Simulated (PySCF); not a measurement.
**MgSb at B3LYP**

Level: B3LYP. basis Mg cc-pVDZ, Sb cc-pVDZ-PP with ECP28; scalar-relativistic core potentials; PySCF 2.14.

| Property | Result |
| --- | --- |
| state | ⁴Σ⁻ (quartet), unpaired electrons σ ↑, π ↑↑ |
| bond length | 2.908 Å |
| harmonic wavenumber | 190 cm⁻¹ |
| force constant | 0.427 mdyn/Å |
| rotational constant Be | 0.09958 cm⁻¹ |
| anharmonicity ωexe | 1.77 cm⁻¹ |
| vibration–rotation constant αe | 0.000939 cm⁻¹ |
| well depth De to Mg + Sb | 0.49 eV |
| dissociation energy D0 | 0.48 eV |
| bond order (Mayer) | 0.93 |
| dipole moment (positive dipole means Mg(−)Sb(+)) | -1.13 D |

Spin–orbit coupling is left out, which matters for elements this heavy, above all for dissociation energies. The state was picked by a PBE0 search and need not be the measured ground state.
